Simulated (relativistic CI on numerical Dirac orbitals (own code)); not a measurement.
Co⁴⁺ in a cubic cluster: 3p photoemission with charge transfer

Computed with a charge-transfer multiplet model of a cubic metal-ligand cluster with up to one ligand hole, Slater and spin-orbit integrals from Dirac-Coulomb-Breit ions, Slater integrals scaled by 0.8. The ground state mixes d5 with configurations of k ligand holes L, whose averages lie at kΔ + k(k − 1)U_dd/2; a core hole lowers each added d electron by U_cd. 300 K, Lorentzian 0.9 eV and Gaussian 0.8 eV FWHM.

Atomic integrals in eV (Slater integrals scaled, ζ unscaled), ground: F2dd 10.866, F4dd 6.824, zeta_d 0.080; with the core hole: F2dd 11.597, F4dd 7.315, zeta_d 0.086, zeta_core 1.301, F2cd 11.924, G1cd 14.571, G3cd 9.016.

Cluster parameters (eV): U_dd = 6, U_cd = 7.3, 10Dq = 0.3, 10Dq(ligand) = 1.1, V(eg) = 1.75, V(t2g) = -0.91, final-state hopping factor = 1.

```csv
Case,n_d,d5,d6L,S
Δ = 1.6 eV,5.21,0.79,0.21,2.50
Δ = 2.6 eV,5.17,0.83,0.17,2.50
Δ = 4.6 eV,5.11,0.89,0.11,2.50
```

Weights, n_d and S are thermal averages at 300 K. Binding energies count from the first peak over 30 % of the highest in each spectrum, which can be another peak from case to case. The parameters are a model scan and need not match a compound or its usual spin state. Peaks in eV (height, largest 100):
- Δ = 1.6 eV: 0.0 (100), 5.8 (60), 10.4 (21), 22.0 (36), 28.9 (34)
- Δ = 2.6 eV: 0.0 (100), 5.6 (50), 10.0 (18), 22.1 (34), 28.5 (31)
- Δ = 4.6 eV: 0.0 (100), 3.1 (33), 5.5 (29), 9.9 (10), 22.5 (32), 27.9 (20)

Curve for Δ = 4.6 eV (points under 2 left out, the grid thinned):

(E (eV), Intensity): (-3.7, 3.2), (-3.1, 4.4), (-2.4, 7.4), (-1.8, 13.6), (-1.2, 32.7), (-0.5, 83.7), (0.1, 99.9), (0.7, 86.0), (1.4, 51.6), (2.0, 32.6), (2.6, 32.0), (3.3, 33.2), (3.9, 30.4), (4.5, 27.3), (5.2, 28.7), (5.8, 27.8), (6.4, 18.0), (7.1, 9.1), (7.7, 6.8), (8.3, 6.9), (9.0, 8.7), (9.6, 10.2), (10.3, 9.3), (10.9, 5.9), (11.5, 3.5), (12.2, 2.1), (18.5, 2.6), (19.1, 4.3), (19.8, 10.0), (20.4, 15.3), (21.0, 17.2), (21.7, 22.7), (22.3, 31.2), (22.9, 28.2), (23.6, 14.4), (24.2, 11.3), (24.8, 9.5), (25.5, 6.7), (26.1, 6.4), (26.7, 8.0), (27.4, 15.9), (28.0, 20.1), (28.6, 12.8), (29.3, 4.4), (29.9, 2.2)

For the case Δ = 1.6 eV, Δ = 1.6 eV is smaller than U_dd = 6 eV, the charge-transfer side of the Zaanen-Sawatzky-Allen scheme. With the core hole the configuration with one ligand hole lies at Δ − U_cd = -5.7, -4.7, -2.7 eV from the one without, in the order of the table; where this is negative the screened configuration lies lower, though the effective hopping of about 2.8 eV (from the holes of the mixed ground state) mixes the two strongly wherever it is as large as the gap.

With at most 1 ligand hole the space is cut while the next configuration still counts, so covalency is underestimated, and a final configuration with one more ligand hole, which can lie low, is missing from the spectra.
